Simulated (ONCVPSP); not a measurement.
How hard is this sulfur (S) ONCV potential?

ONCVPSP 4.0.1 input, shortened (lines: element, Z, core and valence counts, functional; n l f; lmax; l rc ep ncon nbas qcut; lloc lpopt rc5 dvloc0; l nproj debl; icmod fcfact rcfact), PBE, scalar-relativistic:

```
  S 16.00    3    2        4      upf
    1    0    2.00
    2    0    2.00
    2    1    6.00
    3    0    1.00
    3    1    5.00
    1
    0    1.15    0.00    4    7    6.20
    1    1.50    0.00    4    8    6.20
    4    5    0.80    3.00
    0    2    2.40
    1    2    3.00
    1    0.40    0.00
```

Q: For each optimised wave give the share of its norm inside rc, the residual kinetic energy above qcut (Ha) and the cutoffs (Ha) for errors of 10, 1, 0.1 and 0.01 mHa per electron.

A:

```json
{"wave": "3s", "norm inside rc": "0.195", "residual KE": "2.2e-03", "10 mHa": "8.7", "1 mHa": "47.6", "0.1 mHa": "91.3", "0.01 mHa": "131.2"}
{"wave": "s projector 2", "norm inside rc": "0.062", "residual KE": "1.9e-03", "10 mHa": "13.1", "1 mHa": "22.9", "0.1 mHa": "114.7", "0.01 mHa": "138.3"}
{"wave": "3p", "norm inside rc": "0.295", "residual KE": "1.4e-05", "10 mHa": "4.1", "1 mHa": "9.4", "0.1 mHa": "15.8", "0.01 mHa": "20.4"}
{"wave": "p projector 2", "norm inside rc": "0.106", "residual KE": "1.9e-04", "10 mHa": "6.7", "1 mHa": "12.6", "0.1 mHa": "47.6", "0.01 mHa": "117.3"}
```

The occupied waves need 48 Ha and 91 Ha for 1 and 0.1 mHa. Note: ghosts flagged at negative energy: s at -195.7 eV; no localised positive-energy state flagged. A true bound ghost makes a file unfit for plane-wave use.
